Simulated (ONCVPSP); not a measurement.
What one change does to a pseudopotential (Ga (Z = 31), ONCV)

| Property | Result |
| --- | --- |
| Element | gallium |
| Generator | ONCVPSP 4.0.1 |
| Type | optimised norm-conserving Vanderbilt (ONCV) |
| Functional | PBEsol |
| Relativity | scalar-relativistic |
| Frozen core | [Ar] 3d10 |
| Valence charge | 3 |
| Reference configuration | 4s2 (charge +1) |
| Partial waves | 4s: rc 2.05 bohr, ncon 3, nbas 7, qcut 3.2 1/bohr, 2 projectors, debl 2.5 Ha; p scattering state at 0.31 Ha: rc 1.60 bohr, ncon 3, nbas 7, qcut 4.9 1/bohr, 2 projectors, debl 3.9 Ha; d scattering state at 0.23 Ha: rc 1.85 bohr, ncon 4, nbas 7, qcut 5.9 1/bohr, 2 projectors, debl 1.5 Ha |
| Local potential | polynomial inside 1.15 bohr (lpopt 5, dvloc0 -1 Ha) |
| Core correction | Teter function, fcfact 3.5, rcfact 1 |

In the p channel the program set the typed energies aside and used 0.050, 3.950 Ha.

Change: s: qcut 2.3.

Cutoffs: the cutoffs (Ha) at which the residual kinetic energy of the hardest occupied pseudo-wave falls to 1 and 0.1 mHa per electron; they do not see the model core or the augmentation charge, which bear on the density cutoff. Errors are all-electron minus pseudo energies relative to the spin-unpolarised reference configuration.

Task: What does the change do?

Result: The potential gets harder (6.1 Ha and 31 Ha → 28 Ha and 46 Ha); both files keep a bound ghost (d); of the 4 tests that both files solve, the error grows in 1 and shrinks in 1 by more than 15 % and 0.3 meV (median size 16.7 → 18.8 meV).

| quantity | base | changed |
| --- | --- | --- |
| cutoff, loose | 6.1 Ha | 28 Ha |
| cutoff, tight | 31 Ha | 46 Ha |
| bound ghosts | d | d |
| GHOST(+) flags under 300 eV | s at 30.4 eV, p at 161.9 eV | s at 31.4 eV, p at 161.9 eV |
| error for 4s2 4p1, meV [ΔE -5.68 eV] | +18 | +18 |
| error for 4s1, meV [ΔE 21.14 eV] | -16 | -35 |
| error for 4s2 4p0.5, meV [ΔE -3.65 eV] | +7.8 | +8.0 |
| error for 4s0 4p3, meV [ΔE 7.71 eV] | +28 | -19 |
| s: phases at 2.08 bohr within 0.05 rad from the reference energy up to (Ha; the scan ends near 5) | 1.1 | 1.1 |
| p: phases at 1.63 bohr within 0.05 rad from the reference energy up to (Ha; the scan ends near 5) | to the end of the scan | to the end of the scan |
| d: phases at 1.88 bohr within 0.05 rad from the reference energy up to (Ha; the scan ends near 5) | 4.5 | 4.5 |
| rms error of d²Exc/dni dnj with the model core, mHa | 10.19 | 9.71 |

Base: The cutoffs count occupied waves only; projector 2 of the d channel, the hardest unoccupied one, needs 67 Ha at the loose tolerance. A true bound ghost makes a file unfit for plane-wave use even where its test errors are small: the radial tests pick states by their node count and pass the ghost by.
